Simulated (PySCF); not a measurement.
# Working out the ionisation energy of N²⁺

N²⁺ [He] 2s2 2p1 (2P) → N³⁺ [He] 2s2 (1S). Calculation: PySCF 2.14, in aug-cc-pVQZ with one added diffuse shell each of s, p, d, f, g type (7s6p5d4f3g, 105 functions); the non-relativistic Hamiltonian (point nucleus). Frozen: 1s2. Energies in hartree (1 hartree = 27.21139 eV):

```json
{"part": "UHF", "N²⁺ (lower)": "-52.819948", "N³⁺ (upper)": "-51.081881"}
{"part": "MP2 opposite-spin", "N²⁺ (lower)": "-0.057069", "N³⁺ (upper)": "-0.052776"}
{"part": "MP2 same-spin", "N²⁺ (lower)": "-0.004035", "N³⁺ (upper)": "0.000000"}
```

Question: What does Hartree-Fock give?

Answer: (-51.081881) − (-52.819948) = 1.738067 hartree = 47.295 eV.

Question: What do MP2 and SCS-MP2 (6/5 opposite-spin, 1/3 same-spin) give?

Answer: The opposite-spin parts differ by 0.117 eV and the same-spin parts by 0.110 eV. MP2: 47.295 + (0.117) + (0.110) = 47.522 eV. SCS-MP2: 47.295 + 1.2 × (0.117) + (0.110)/3 = 47.472 eV.

A first-order spin-orbit estimate adds 0.014 eV to MP2 (valence), giving 47.536 eV against 47.445 eV (semi-empirical (NIST evaluation); NIST Atomic Spectra Database, ionization energies).

What remains against the reference includes basis incompleteness, the frozen core and correlation beyond second order.
